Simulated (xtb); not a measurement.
C4H13GeO4 (SMILES C[O][Ge]([O]C)([O]C)[OH+]C), charge +1, singlet, geometry from GFN2-xTB; GFN2-xTB with ALPB(thf) (xtb).

The xtb input:
```
$ xtb mol.xyz --gfn 2 --chrg 1 --alpb thf --json

# file mol.xyz
22

C     -0.75620268    -2.50483617    -1.20143842
O     -0.95334582    -1.08997745    -1.03444592
Ge    -0.32909205     0.00118549     0.09541012
O     -0.95500586     1.57969193     0.07785395
C     -1.86900847     2.20468459    -0.84331554
O      0.28405423    -0.64292465     1.54255969
C      0.65325676    -0.00260192     2.77596223
O      1.61520807     0.52232176    -0.88719819
C      2.88630068    -0.11788913    -0.70072773
H     -0.71766171    -3.02522900    -0.24582214
H     -1.61859105    -2.84714657    -1.77322782
H      0.15773761    -2.68950665    -1.76401873
H     -2.13086936     3.15352902    -0.37542129
H     -2.76525717     1.60348615    -0.98544268
H     -1.39107970     2.38253616    -1.80520031
H      1.62201652     0.48523853     2.67803386
H     -0.09450780     0.72212117     3.09352047
H      0.71661317    -0.81006239     3.50527449
H      1.74994974     1.42969825    -1.19206434
H      3.51951176     0.46469577    -0.03119127
H      2.69633838    -1.09508651    -0.26144085
H      3.37338232    -0.24124648    -1.66916233
```

Output, abridged:

```
   ID    Z sym.   atoms
    1    6 C      1, 5, 7, 9
    2    8 O      2, 4, 6, 8
    3   32 Ge     3
    4    1 H      10-22

           -------------------------------------------------
          |                Calculation Setup                |
           -------------------------------------------------

           -------------------------------------------------
          |                 G F N 2 - x T B                 |
           -------------------------------------------------

      * Solvation model:               ALPB
        Solvent                        thf
        Parameter file                 internal GFN2-xTB/ALPB
        Dielectric constant                7.6000E+00
        Reference state                gsolv [1 M gas/solution]
        Free energy shift                  5.3248E-03 Eh       3.3414E+00 kcal/mol
        Temperature                        2.9815E+02 K
        Density                            8.8300E-01 kg/L
        Solvent mass                       7.2106E+01 g/mol
        Interaction kernel             P16
        Born radius scaling (c1)           1.7311E+00
        Born radii integrator          GBOBC
        Born offset                        0.0000E+00 a0       0.0000E+00 AA
        H-bond correction              true
        Ion screening                  false
        Surface tension                    1.0000E-05 Eh       1.5569E+01 dyn/cm
        Grid points                               230 per atom

          ...................................................
          :                      SETUP                      :
          :.................................................:
          :  # basis functions                  55          :
          :  # atomic orbitals                  54          :
          :  # shells                           32          :
          :  # electrons                        56          :
          :  max. iterations                   250          :
          :  Hamiltonian                  GFN2-xTB          :
          :  restarted?                      false          :
          :  GBSA solvation                   true          :
          :  PC potential                    false          :
          :  electronic temp.          300.0000000     K    :
          :  accuracy                    1.0000000          :
          :  -> integral cutoff          0.2500000E+02      :
          :  -> integral neglect         0.1000000E-07      :
          :  -> SCF convergence          0.1000000E-05 Eh   :
          :  -> wf. convergence          0.1000000E-03 e    :
          :  Broyden damping             0.4000000          :
          :  net charge                          1          :
          :  unpaired electrons                  0          :
          ...................................................

 iter      E             dE          RMSdq      gap      omega  full diag
   1    -32.4017514 -0.324018E+02  0.595E+00    3.35       0.0  T
   2    -32.1060964  0.295655E+00  0.548E+00    7.60       1.0  T
   3    -33.3166082 -0.121051E+01  0.249E+00    4.44       1.0  T
   4    -33.3126134  0.399488E-02  0.907E-01    4.36       1.0  T
   5    -33.3293661 -0.167528E-01  0.272E-01    4.58       1.0  T
   6    -33.3297850 -0.418910E-03  0.972E-02    4.55       1.0  T
   7    -33.3298461 -0.610712E-04  0.271E-02    4.55       1.0  T
   8    -33.3298494 -0.325302E-05  0.992E-03    4.54       2.1  T
   9    -33.3298496 -0.197502E-06  0.201E-03    4.54      10.6  T
  10    -33.3298496 -0.274254E-08  0.985E-04    4.54      21.6  T
  11    -33.3298496 -0.473833E-09  0.194E-04    4.54     109.7  T

   *** convergence criteria satisfied after 11 iterations ***

         :::::::::::::::::::::::::::::::::::::::::::::::::::::
         ::                     SUMMARY                     ::
         :::::::::::::::::::::::::::::::::::::::::::::::::::::
         :: total energy             -33.066998930672 Eh    ::
         :: total w/o Gsasa/hb       -33.045786645250 Eh    ::
         :: gradient norm              0.009799467330 Eh/a0 ::
         :: HOMO-LUMO gap              4.541947233792 eV    ::
         ::.................................................::
         :: SCC energy               -33.329697549269 Eh    ::
         :: -> isotropic ES            0.103232620783 Eh    ::
         :: -> anisotropic ES         -0.004771606209 Eh    ::
         :: -> anisotropic XC          0.009282440329 Eh    ::
         :: -> dispersion             -0.013134028037 Eh    ::
         :: -> Gsolv                  -0.077835820283 Eh    ::
         ::    -> Gelec               -0.056623534861 Eh    ::
         ::    -> Gsasa               -0.017104437245 Eh    ::
         ::    -> Ghb                 -0.009432663621 Eh    ::
         ::    -> Gshift               0.005324815444 Eh    ::
         :: repulsion energy           0.262698618597 Eh    ::
         :: add. restraining           0.000000000000 Eh    ::
         :: total charge               1.000000000000 e     ::
         :::::::::::::::::::::::::::::::::::::::::::::::::::::

           -------------------------------------------------
          |                Property Printout                |
           -------------------------------------------------

    * Orbital Energies and Occupations

         #    Occupation            Energy/Eh            Energy/eV
      -------------------------------------------------------------
         1        2.0000           -0.7930929             -21.5812
       ...           ...                  ...                  ...
        16        2.0000           -0.5786085             -15.7447
        17        2.0000           -0.5771818             -15.7059
        18        2.0000           -0.5741715             -15.6240
        19        2.0000           -0.5735299             -15.6065
        20        2.0000           -0.5705069             -15.5243
        21        2.0000           -0.5138625             -13.9829
        22        2.0000           -0.5017527             -13.6534
        23        2.0000           -0.4908757             -13.3574
        24        2.0000           -0.4845976             -13.1866
        25        2.0000           -0.4828059             -13.1378
        26        2.0000           -0.4803235             -13.0703
        27        2.0000           -0.4782413             -13.0136
        28        2.0000           -0.4751789             -12.9303 (HOMO)
        29                         -0.3082654              -8.3883 (LUMO)
        30                         -0.1994293              -5.4267
        31                         -0.1103476              -3.0027
        32                         -0.1041527              -2.8341
        33                         -0.0288381              -0.7847
        34                          0.0162533               0.4423
        35                          0.0249933               0.6801
        36                          0.0390801               1.0634
        37                          0.0693086               1.8860
        38                          0.0771325               2.0989
        39                          0.0977150               2.6590
       ...                                ...                  ...
        54                          0.8546044              23.2550
      -------------------------------------------------------------
                  HL-Gap            0.1669135 Eh            4.5419 eV
             Fermi-level           -0.3917222 Eh          -10.6593 eV

     #   Z          covCN         q      C6AA      α(0)
     1   6 C        3.658    -0.012    21.088     6.590
     2   8 O        1.630    -0.249    18.160     5.752
     3  32 Ge       2.933     0.486   207.328    28.002
     4   8 O        1.629    -0.256    18.271     5.770
     5   6 C        3.660    -0.014    21.115     6.593
     6   8 O        1.630    -0.252    18.202     5.759
     7   6 C        3.658    -0.012    21.090     6.591
     8   8 O        2.121    -0.338    19.641     5.986
     9   6 C        3.621    -0.020    21.392     6.668
    10   1 H        0.925     0.097     1.808     2.103
    11   1 H        0.925     0.119     1.625     1.993
    12   1 H        0.925     0.102     1.767     2.079
    13   1 H        0.925     0.122     1.599     1.978
    14   1 H        0.925     0.096     1.818     2.109
    15   1 H        0.925     0.100     1.785     2.089
    16   1 H        0.925     0.100     1.785     2.089
    17   1 H        0.925     0.096     1.820     2.110
    18   1 H        0.925     0.120     1.610     1.984
    19   1 H        0.805     0.411     0.466     1.072
    20   1 H        0.924     0.095     1.834     2.118
    21   1 H        0.925     0.106     1.732     2.058
    22   1 H        0.924     0.104     1.745     2.066

 Mol. C6AA /au·bohr⁶  :       4354.633039
 Mol. C8AA /au·bohr⁸  :     135451.833713
 Mol. α(0) /au        :        103.558341

Wiberg/Mayer (AO) data.
largest (>0.10) Wiberg bond orders for each atom

 ---------------------------------------------------------------------------
     #   Z sym  total        # sym  WBO       # sym  WBO       # sym  WBO
 ---------------------------------------------------------------------------
     1   6 C    3.877 --    12 H    0.976    10 H    0.974    11 H    0.961
                             2 O    0.918
     2   8 O    2.416 --     3 Ge   1.221     1 C    0.918
     3  32 Ge   4.271 --     2 O    1.221     6 O    1.205     4 O    1.202
                             8 O    0.461
     4   8 O    2.400 --     3 Ge   1.202     5 C    0.918
     5   6 C    3.877 --    15 H    0.976    14 H    0.975    13 H    0.959
                             4 O    0.918
     6   8 O    2.408 --     3 Ge   1.205     7 C    0.919
     7   6 C    3.878 --    16 H    0.976    17 H    0.975    18 H    0.959
                             6 O    0.919
     8   8 O    2.339 --     9 C    0.929    19 H    0.807     3 Ge   0.461
     9   6 C    3.881 --    20 H    0.977    21 H    0.972    22 H    0.970
                             8 O    0.929
    10   1 H    0.990 --     1 C    0.974
    11   1 H    0.984 --     1 C    0.961
    12   1 H    0.990 --     1 C    0.976
    13   1 H    0.984 --     5 C    0.959
    14   1 H    0.991 --     5 C    0.975
    15   1 H    0.990 --     5 C    0.976
    16   1 H    0.990 --     7 C    0.976
    17   1 H    0.991 --     7 C    0.975
    18   1 H    0.984 --     7 C    0.959
    19   1 H    0.831 --     8 O    0.807
    20   1 H    0.991 --     9 C    0.977
    21   1 H    0.989 --     9 C    0.972
    22   1 H    0.989 --     9 C    0.970
 ---------------------------------------------------------------------------

Topologies differ in total number of bonds
Writing topology from bond orders to xtbtopo.mol

molecular dipole:
                 x           y           z       tot (Debye)
 q only:        1.310       0.444      -0.453
   full:        1.244       0.555      -0.449       3.646
molecular quadrupole (traceless):
                xx          xy          yy          xz          yz          zz
 q only:        3.027      -0.782       0.134       1.263      -0.620      -3.160
  q+dip:        4.318       2.055      -0.986      -1.761      -1.667      -3.332
   full:        4.341       1.261      -0.709      -1.059      -1.527      -3.632

           -------------------------------------------------
          | TOTAL ENERGY              -33.066998930672 Eh   |
          | GRADIENT NORM               0.009799467330 Eh/α |
          | HOMO-LUMO GAP               4.541947233792 eV   |
           -------------------------------------------------

normal termination of xtb
```
